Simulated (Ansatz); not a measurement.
Stepwise reaction of `[NH2][In]([NH2])[SH]` with hydrogen sulfide, as a gas-phase model of exchange steps in deposition or etching. ΔE in kJ/mol; ΔG adds harmonic PBE0-D4 terms to CCSD(T)/CBS, at 1 bar.

Isolated molecules relaxed with PBE0-D4/def2-TZVP in Ansatz; ΔE leaves out vibrations. CCSD(T)/CBS adds triple-zeta CCSD(T) − MP2 to the extrapolated MP2 energy (def2 sets, frozen cores). This one scheme is used for every species. Functionals use def2-TZVPP. B3LYP here is the variant with VWN-RPA as its local correlation; programs differ in this. def2 core potentials past Kr. For In outer-core shells are correlated without core-valence functions, which leaves a few kJ/mol of doubt a bond. Each species was taken in one conformer, which may not be the lowest.

```json
{"step": "1", "reaction": "`[NH2][In]([NH2])[SH]` + H₂S → `[NH2][In]([SH])[SH]` + NH₃", "PBE-D4": "-89.4", "B3LYP-D4": "-88.0", "ωB97M-V": "-86.3", "CCSD(T)/CBS": "-84.3", "ΔG(500 K)": "-73.0"}
{"step": "2", "reaction": "`[NH2][In]([SH])[SH]` + H₂S → `[SH][In]([SH])[SH]` + NH₃", "PBE-D4": "-87.0", "B3LYP-D4": "-85.9", "ωB97M-V": "-84.0", "CCSD(T)/CBS": "-82.2", "ΔG(500 K)": "-65.4"}
```

Problem. By hand: ΔE of the 2 steps together at CCSD(T)/CBS.

Solution. (-84.3) + (-82.2) = -166.5 kJ/mol, or -83.2 kJ/mol a step.

In ΔE the steps differ by no more than 2.1 kJ/mol. All are downhill at CCSD(T)/CBS. ΔG lies between -73.0 and -65.4 kJ/mol a step. PBE-D4 differs from CCSD(T)/CBS by -5.1 to -4.8 kJ/mol a step. Isolated molecules leave out the surface, adducts and barriers. Largest T1 diagnostic: 0.014.
